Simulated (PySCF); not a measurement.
H6SiSn, SMILES [SiH3][SnH3].

Geometry: B3LYP-D3(BJ)/def2-TZVP. The def2 effective core potentials stand for the cores of Sn; spin–orbit coupling is left out.

All values below come from CAM-B3LYP/def2-TZVPD run with PySCF.

Symmetry labels are those of the subgroup Cs that the program uses (full group C3v).

Question: List the valence orbital energies around the gap with their symmetry. (The exact figures need the calculation; the answer reports its results.)

Answer: 
| orbital | symmetry | energy (eV) |
|---|---|---|
| HOMO−7 | A' | -29.59 |
| HOMO−6 | A' | -17.31 |
| HOMO−5 | A' | -15.52 |
| HOMO−4 | A" | -11.53 |
| HOMO−3 | A' | -11.53 |
| HOMO−2 | A' | -10.38 |
| HOMO−1 | A" | -10.38 |
| HOMO | A' | -9.21 |
| LUMO | A' | 0.37 |
| LUMO+1 | A' | 0.63 |
| LUMO+2 | A' | 1.04 |
| LUMO+3 | A" | 1.04 |
